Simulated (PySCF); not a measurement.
C₆H₁₄S (charge +1 and doublet state).
Z-matrix (Å and degrees, GFN2-xTB geometry), rows numbered from 1:
```
C 
C   1  1.5133
S   2  1.8046  1  111.42
C   3  1.8183  2  104.76  1   169.53
C   4  1.5124  3  114.62  2    34.46
C   4  1.5502  3  106.43  2   -92.22
C   6  1.5185  4  111.38  3  -163.10
H   1  1.0873  2  111.40  3   -60.90
H   1  1.0874  2  109.34  3   179.42
H   1  1.0875  2  111.37  3    60.12
H   2  1.0935  1  111.44  3   119.86
H   2  1.0936  1  110.97  3  -119.73
H   4  1.0942  3  103.06  2   154.54
H   5  1.0881  4  111.20  3    50.95
H   5  1.0874  4  112.31  3   -71.62
H   5  1.0873  4  108.98  3   169.09
H   6  1.0922  4  108.42  3    75.46
H   6  1.0921  4  109.63  3   -42.45
H   7  1.0891  6  108.40  4   178.03
H   7  1.0875  6  111.80  4    59.96
H   7  1.0857  6  111.73  4   -62.41
```

As a line formula: `CC[S+][C@H](C)CC` [radical] (charge +1).

Method used: UKS B3LYP, pcH-1 on C H S, non-relativistic, mean-field spin-orbit, GIAO in PySCF. One conformer (not necessarily the lowest) at the GFN2-xTB geometry, without solvent, vibrations or thermal averaging. The geometry wasn't refined by DFT: couplings that depend on bond lengths, twists or pyramidal angles can differ widely from those at the functional's own minimum, by a factor of two or more for some ions and for spin on atoms past the first row.

Output of the driver script. Atoms in this output count from 0.

```
UKS, coarse grid
  cycle   1  E = -634.92409626  |g| = 4.00e-01
  cycle   2  E = -634.78604205  |g| = 6.15e-01
  cycle   3  E = -634.99299606  |g| = 1.11e-01
  cycle   4  E = -634.99919535  |g| = 4.51e-02
  cycle   5  E = -635.00014752  |g| = 1.31e-02
  cycle   6  E = -635.00023245  |g| = 5.91e-03
  cycle   7  E = -635.00025244  |g| = 1.57e-03
  cycle   8  E = -635.00025452  |g| = 7.27e-04
UKS, final grid
  cycle   1  E = -635.00018907  |g| = 8.92e-04
  cycle   2  E = -635.00018861  |g| = 1.34e-03
  cycle   3  E = -635.00018950  |g| = 1.03e-04
  cycle   4  E = -635.00018951  |g| = 4.70e-05
  cycle   5  E = -635.00018951  |g| = 2.51e-05
E = -635.00018951 Eh   <S^2> = 0.7533 (exact 0.7500)
g shifts (ppm)      1          2          3
  rmc          -238       -238       -238
  gc             -9         45         48
  oz_so         179      17041      30721
  total         -67      16848      30532
hyperfine (MHz)  atom isotope    a_iso     a_fc   dipolar eigenvalues
    0   13C      -0.14      -0.14     -0.69     -0.50      1.20
    1   13C     -13.78     -13.78     -4.38     -3.40      7.78
    2   33S      30.93      30.93    -87.12    -83.01    170.13
    3   13C     -11.18     -11.18     -5.43     -4.14      9.57
    4   13C       3.24       3.24     -1.41     -1.18      2.59
    5   13C      29.88      29.88     -8.07     -7.68     15.75
    6   13C       3.83       3.83     -2.97     -2.83      5.81
    7    1H       0.56       0.56     -2.38     -2.33      4.71
    8    1H      -2.88      -2.88     -1.46     -1.30      2.76
    9    1H       1.01       1.01     -2.35     -2.23      4.58
   10    1H      86.01      86.01     -5.55     -1.87      7.41
   11    1H     103.16     103.16     -5.69     -2.23      7.92
   12    1H      28.27      28.27     -3.93     -3.22      7.15
   13    1H       0.39       0.39     -2.86     -1.97      4.83
   14    1H       0.48       0.48     -2.15     -1.66      3.81
   15    1H       1.61       1.61     -1.74     -1.00      2.74
   16    1H       0.52       0.52     -5.10      0.11      4.98
   17    1H       3.80       3.80     -6.90     -0.88      7.78
   18    1H      17.25      17.25     -2.10     -0.15      2.25
   19    1H      -0.18      -0.18     -2.18     -0.68      2.86
   20    1H       0.07       0.07     -2.11     -0.17      2.27
```

Q: The SCF converged. Which of these numbers needs a check, and why?

A: The largest g shift is +0.031, past the limit of 0.03 at which the run flags a species of elements up to argon. The orbital-Zeeman/spin–orbit term is second order, a sum of spin–orbit matrix elements over excitation energies, so it grows and becomes less reliable as an excited state comes close; a shift of this size calls for a check with another method. The contact and dipolar couplings don't rest on that expansion, but they belong to the state that the SCF found, and a close-lying state with the spin in another orbital would have other couplings; no stability test was run. The run left out the spin–orbit part of the hyperfine coupling.

Q: Where is the spin in this solution (atoms counted from 1)?

A: The largest Mulliken spin population is on S3 (+0.88). The unrestricted determinant has ⟨S²⟩ = 0.7533 (exact 0.7500), so spin contamination is small. 

Q: Average a_iso over equivalent nuclei, turn it into first-order splittings with g = 2.0023, and give the multiplets for abundant isotopes (0.05 mT or more).

A: 
| nuclei (from 1) | isotope | I | position | a_iso (MHz) | \|a\| (mT) | splits into |
| --- | --- | --- | --- | --- | --- | --- |
| H12 | 1H | 1/2 | 2 bonds from S3 | 103.2 | 3.68 | 1:1 doublet |
| H11 | 1H | 1/2 | 2 bonds from S3 | 86.0 | 3.07 | 1:1 doublet |
| H13 | 1H | 1/2 | 2 bonds from S3 | 28.3 | 1.01 | 1:1 doublet |
| H19/H20/H21 | 1H | 1/2 | 4 bonds from S3 | 5.7 | 0.20 | 1:3:3:1 quartet |
| H18 | 1H | 1/2 | 3 bonds from S3 | 3.8 | 0.14 | 1:1 doublet |

Class means assume fast exchange of nuclei equivalent by connectivity; if that motion is slow, each nucleus keeps its own coupling. The three 1H nuclei of mean +5.7 MHz run from -0.2 to 17.3 MHz in the frozen geometry.

On one thread, Arm Neoverse V2 (shared host), this took 78 s wall.
